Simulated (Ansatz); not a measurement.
Reaction (cleavage of the Si–Ge bond): `N=C[SiH2][GeH2][F]` + H₂Se → `N=C[SiH2][SeH]` + `[F][GeH3]`

Isolated molecules relaxed with PBE0-D4/def2-TZVP in Ansatz; ΔE leaves out vibrations. CCSD(T)/CBS adds triple-zeta CCSD(T) − MP2 to the extrapolated MP2 energy (def2 sets, frozen cores). DFT in def2-TZVPP. For Ge, Se outer-core shells are correlated without core-valence functions, which leaves a few kJ/mol of doubt a bond. Scalar relativity is left out up to krypton. One conformer a species, not always the lowest.

`N=C[SiH2][GeH2][F]`:

```xyz
11

N    -1.298    1.434   -1.137
C    -1.207    0.180   -1.290
Si    0.098   -0.975   -0.534
Ge    0.914    0.022    1.478
F     1.032    1.733    1.083
H    -0.575    1.807   -0.517
H    -1.958   -0.283   -1.944
H    -0.492   -2.307   -0.231
H     1.222   -1.169   -1.489
H     2.327   -0.396    1.917
H    -0.061   -0.046    2.665
```

H₂Se:

Cartesian coordinates in Å:
```
Se 0.489 0.430 0.210
H -0.040 0.039 -1.101
H -0.449 -0.470 0.890
```

`N=C[SiH2][SeH]`:

Cartesian coordinates in Å:
```
N 0.304 1.430 1.227
C 0.725 0.398 0.621
Si -0.530 -0.863 0.000
Se -0.463 -0.950 -2.277
H 1.072 2.051 1.495
H 1.793 0.224 0.414
H -1.871 -0.503 0.514
H -0.134 -2.234 0.415
H -0.896 0.447 -2.411
```

`[F][GeH3]`:

Cartesian coordinates in Å:
```
F -1.137 -1.127 0.403
Ge 0.063 0.062 -0.022
H -0.645 1.082 -0.922
H 0.543 0.678 1.297
H 1.176 -0.695 -0.756
```

| level | ΔE (kJ/mol) |
| --- | --- |
| PBE | -41.5 |
| SCS-MP2/def2-TZVPP | -58.8 |

(1) What does CCSD(T)/CBS give? (Best estimate.)

Largest T1 diagnostic among the species: 0.013.

Results:

(1) The calculation gave: -52.6 kJ/mol. The listed levels differ from it by 11.1, -6.2 kJ/mol.

From PBE to PBE0 (25 % exact exchange), in def2-TZVPP and without D4, ΔE moves by −6.3 kJ/mol. In def2-TZVPP, CCSD(T) changes the Hartree–Fock value by +16.7 kJ/mol (the triples alone add +1.7 kJ/mol) and MP2 by +7.0 kJ/mol.

CCSD(T)/CBS has its own doubt, a few kJ/mol and more with outer-core shells, so smaller differences from it don't rank the levels.
